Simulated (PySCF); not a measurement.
In(F)(Br)(OH) (BrFHInO), SMILES [In]([Br])([F])[OH]. The structure is a stationary point at B3LYP-D3(BJ)/def2-SVP. The structure was generated by enumeration; whether it is a known compound was not checked. The def2 effective core potentials stand for the cores of In; spin–orbit coupling is left out. Other conformers were not sampled.

Method: B3LYP-D3(BJ)/def2-SVP (PySCF).

Harmonic wavenumbers (cm⁻¹): 89, 119, 119, 259, 285, 598, 619, 856, 3798. Rotational constants (GHz): 4.956, 1.214, 0.9755; symmetry number 1.

### Question
Work out the zero-point energy and the ideal-gas rigid-rotor harmonic-oscillator thermochemistry at 298.15 K and 1 atm.

### Answer
ZPE = ½ Σ hcν = ½ × 6740 cm⁻¹ = 9.64 kcal/mol. H − E(el) = 14.17 kcal/mol. Entropy in cal/(mol K): translation 42.21, rotation 28.39, vibration 14.14, total 84.75. G − E(el) = -11.10 kcal/mol. Cp = 19.81 cal/(mol K). Modes under 150 cm⁻¹ make the vibrational entropy uncertain.
